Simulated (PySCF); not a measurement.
# How well do the runs reproduce experiment for BrCl?

**Measured values to compare with.**

NIST CCCBDB Release 22 (SRD 101), experimental dipoles lists, for the gas: dipole moment (microwave Stark effect, vibrational ground state) 0.519 ± 0.004 D.

Liu, Meijer, Perez-Rios, Phys. Chem. Chem. Phys. 22 (2020) 24191 lists, for the gas: dipole moment 0.519 D.

How close the calculation comes is told at the end.

Species: BrCl.
Atom-mapped SMILES: `[Cl:1][Br:2]`

Cartesian coordinates in Å at the CAM-B3LYP/cc-pVDZ level; atoms count from 1:
```xyz
2
BrCl angstrom
Cl     1.0877   -0.0116   -0.0047
Br    -1.0800   -0.0017   -0.0166
```

Runs made with PySCF (gas phase, on this CAM-B3LYP/cc-pVDZ geometry; no spin–orbit coupling):

```json
{"level": "CAM-B3LYP/cc-pVDZ, grid level 1", "job": "geometry optimisation from a GFN2-xTB start", "basis functions": "45", "wall time": "3.7 s"}
```

Hardware: one thread of an Intel Xeon Platinum 8375C at 2.90 GHz, on a shared host.

**Comparison with experiment**

**Dipole moment.** Measured: 0.519 D (NIST CCCBDB Release 22 (SRD 101), experimental dipoles) and 0.519 D (Liu, Meijer, Perez-Rios, Phys. Chem. Chem. Phys. 22 (2020) 24191). Differences are taken against the first.

```csv
level,computed (D),computed − measured (D),% (from the printed values)
CAM-B3LYP/cc-pVDZ,0.617,+0.098,+19
```

The computed dipoles belong to one fixed geometry; measured ones are averaged over vibrations unless marked μe. Magnitudes are compared, not signs.

The geometry is computed, not the measured one. Where a level misses, the cause wasn't examined.
